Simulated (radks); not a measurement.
Results of a calculation; reference values are marked as such.
The lithium anion Li-, [He] 2s2, held by a Watson sphere: a shell of charge +0.88 at radius R that stands for the Madelung well of a crystal (potential energy -0.88/R inside, -0.88/r outside, in hartree with lengths in bohr). Level of theory: non-relativistic Kohn-Sham, LDA (Slater exchange, Perdew-Wang correlation), spin-polarised, spherical densities, point nucleus (a radial shooting solver on a logarithmic mesh with Libxc functionals). Response by self-consistent Sternheimer equations with the Hartree and adiabatic LDA kernel. The sphere does not respond.

R (bohr)	e(1s) (eV)	e(2s) (eV)	<r> 2s (bohr)	sum of <r^2> (bohr^2)	X-ray form factor at sin(theta)/lambda = 0.1 1/angstrom	alpha (bohr^3)
1.79	-52.704	-3.766	3.283	26.61	2.728	95.44
1.97	-51.851	-3.717	3.333	27.33	2.706	99.26
2.67	-50.067	-3.478	3.559	30.82	2.607	120.4
2.69	-50.038	-3.470	3.566	30.93	2.604	121.1
3.5	-49.351	-3.150	3.853	35.84	2.488	156.7
3.55	-49.329	-3.131	3.870	36.16	2.482	159.2
